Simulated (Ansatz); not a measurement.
Consider the ligand exchange at the Si–O bond: `CO[Si](S)(Cl)Cl` + H–F → `F[Si](S)(Cl)Cl` + CH₃OH.

Calculated with Ansatz (gas phase, PBE0-D4/def2-TZVP geometries, no zero-point term in ΔE). CCSD(T)/CBS adds triple-zeta CCSD(T) − MP2 to the extrapolated MP2 energy (def2 sets, frozen cores). This one scheme is used for every species. DFT in def2-TZVPP. B3LYP here is the variant with VWN-RPA as its local correlation; programs differ in this. One conformer a species, not always the lowest.

**Question.** Is it downhill or uphill in electronic energy at CCSD(T)/CBS, and by how much? (An estimate is asked.)

**Answer.** Computed: Downhill: ΔE = -0.27 eV.

**Question.** What do these levels give: PBE-D4, B3LYP-D4, PBE, PBE0, SCS-MP2/def2-TZVPP, CCSD/CBS(def2)? (Estimate.)

**Answer.** Computed: PBE-D4 -0.31, B3LYP-D4 -0.30, PBE -0.39, PBE0 -0.37, SCS-MP2/def2-TZVPP -0.29, CCSD/CBS(def2) -0.29 eV.

Largest T1 diagnostic among the species: 0.011.

The D4 term adds +0.12 eV with B3LYP and +0.07 eV with PBE0; it sums over pairs of atoms, weighted by their polarisabilities, and B3LYP, whose exchange is more repulsive, gets the larger term. In def2-TZVPP, CCSD(T) changes the Hartree–Fock value by +0.14 eV (the triples alone add +0.03 eV) and MP2 by +0.19 eV.
